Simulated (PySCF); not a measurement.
Ga(H)(OH)2 (GaH3O2), SMILES [OH][GaH][OH].

The structure is a stationary point at PBE-D3(BJ)/def2-TZVP. The values are those of a single conformer.

The numbers are results of PySCF with PBE-D3(BJ)/def2-TZVP, not measurements.

Frequencies are harmonic and unscaled.

Task: Give all harmonic wavenumbers and intensities. (The exact figures need the calculation; the answer reports its results.)

Result: 
```
mode  ν (cm⁻¹)  IR (km/mol)  moving atoms (share of kinetic energy)
----  --------  -----------  --------------------------------------
1          180         20.0                 O 68 %, Ga 18 %, H 14 %
2          341        122.2                                  H 93 %
3          373        101.7                          H 79 %, O 16 %
4          485          4.3                                  H 95 %
5          544         90.4                                  H 94 %
6          651         39.6                         O 84 %, Ga 13 %
7          678         86.7                         O 76 %, Ga 21 %
8          823         61.1                                  H 91 %
9          861        105.8                           H 90 %, O 9 %
10        1985         88.7                                  H 99 %
11        3720         44.6                                  H 94 %
12        3738         41.9                                  H 94 %
```
